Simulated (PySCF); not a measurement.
A geometry optimisation on Cl3H3HfSSi.

Computed with PBE0-D3(BJ)/def2-SVP geometry optimisation, gas phase, def2 core potentials past Kr (PySCF 2.14.0). Start geometry: GFN2-xTB. The input is one job of a driver script: a line of settings, then coordinates in Å.

Input:
```
{"job": {"xc": "PBE0", "basis": "def2-SVP", "d3": "d3bj", "grid": 1, "maxiter": 30, "shake": 0.03, "kind": "geom"}, "charge": 0, "multiplicity": 1}
Hf    -1.451850     0.233750     0.052760
Cl    -1.268790    -1.917670     0.494020
Cl    -1.217550     1.324360     2.013260
Cl    -3.676230     0.546510    -0.197750
S      0.210500     0.958860    -1.559730
Si     1.625240    -0.144640    -0.380300
H      1.376930    -0.062960     1.071620
H      2.934900     0.515470    -0.726690
H      1.599590    -1.523120    -0.792850
```

Output:
```
step   0  E = -2117.03651638  max force = 0.053546
step   1  E = -2117.05334812  max force = 0.010545
step   2  E = -2117.05629913  max force = 0.009103
step   3  E = -2117.05823260  max force = 0.003445
step   4  E = -2117.05847092  max force = 0.001889
step   5  E = -2117.05866463  max force = 0.001032
step   6  E = -2117.05870692  max force = 0.000717
step   7  E = -2117.05875423  max force = 0.000936
step   8  E = -2117.05876930  max force = 0.000646
step   9  E = -2117.05877593  max force = 0.000848
... (11 lines left out)
step  21  E = -2117.05966815  max force = 0.001537
step  22  E = -2117.05988848  max force = 0.001440
step  23  E = -2117.05974590  max force = 0.001873
step  24  E = -2117.06005905  max force = 0.001185
step  25  E = -2117.06010188  max force = 0.001448
step  26  E = -2117.06002656  max force = 0.001296
step  27  E = -2117.06002584  max force = 0.001017
step  28  E = -2117.06006727  max force = 0.000539
step  29  E = -2117.06009089  max force = 0.000545
step  30  E = -2117.06009811  max force = 0.000270
optimisation converged
```

Energies in Eh; «max force» is the largest Cartesian gradient component in Eh/bohr.

Question: Give the first gradient maximum in eV/Å.

Answer: With 1 Eh/bohr = 51.422 eV/Å, 2.753 eV/Å.

Question: How much energy does the optimisation release, in kJ/mol?

Answer: E(step 0) − E(last step) = 0.023582 Eh, which is 61.9 kJ/mol.

Main results: final energy -2117.06010 Eh after 30 steps; dipole 2.55 D.

Question: Where do the atoms end?

Answer: 0.543 Å rms from the input after alignment:
```
atom  x, y, z in Å
Hf1   -1.3969    0.0448    0.1368
Cl2   -1.5287   -2.2768    0.4263
Cl3   -1.0281    1.2489    2.1056
Cl4   -3.4827    0.7306   -0.6194
S5     0.0983    0.7380   -1.6496
Si6    1.6469    0.0103   -0.3737
H7     0.8858   -0.5706    0.8028
H8     2.5169    1.0989    0.1429
H9     2.4211   -1.0936   -0.9974
```

Time: 6.6 min wall; peak memory 0.54 GiB. Hardware: one thread, Arm Neoverse V1 (aarch64), shared host.
Labels such as C1 count atoms from 1, the log's own numbers from 0.
